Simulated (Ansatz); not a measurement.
A made-up structure of MgSiH$_{2}$ClF, singlet:

F1  (1.545, 1.409, 1.278)
Si2  (0.043, -1.607, -0.370)
Mg3  (-0.067, 0.913, 0.184)
Cl4  (0.112, -3.683, -0.840)
H5  (-0.058, 1.943, -1.193)
H6  (-1.443, 1.375, 1.107)
(Å)

It is relaxed with PBE-D4/def2-SVP and then PBE0-D4/def2-TZVP (Ansatz 0.2.0). Atoms count as bonded within 1.22 times the sum of their covalent radii (H–H: 0.88 Å). The end point is not checked to be a true minimum.

(1) Does its bonding change? (Judge from chemistry; the calculation decides.)

Results:

(1) By the calculation: Yes. Formed: Si2–H5, Si2–H6, Mg3–Cl4; broken: none.

Where it ends: The first stage lowers the energy by 5.82 eV in 28 steps. It ends as MgSiH₂ClF ([F][Mg]123[H][Si]1([H]2)[Cl]3):
F1  (0.086, 2.633, 0.705)
Si2  (0.324, -1.595, -0.202)
Mg3  (-0.067, 0.965, 0.199)
Cl4  (-1.518, -0.466, -1.025)
H5  (1.200, -0.367, -0.669)
H6  (0.107, -0.820, 1.157)
(Å)

Labels in which every atom is bracketed show which atoms are joined, not bond orders.

For scale, one of the runs: PBE0-D4/def2-TZVP relaxation, 149 basis functions, launched by `ansatz run in.yaml --threads 2 --pin off --events-out ev --progress --plain --max-ram 4352MiB`. Hardware: 2 CPU threads of an Arm Neoverse V1, shared host. Wall time about 26 s.
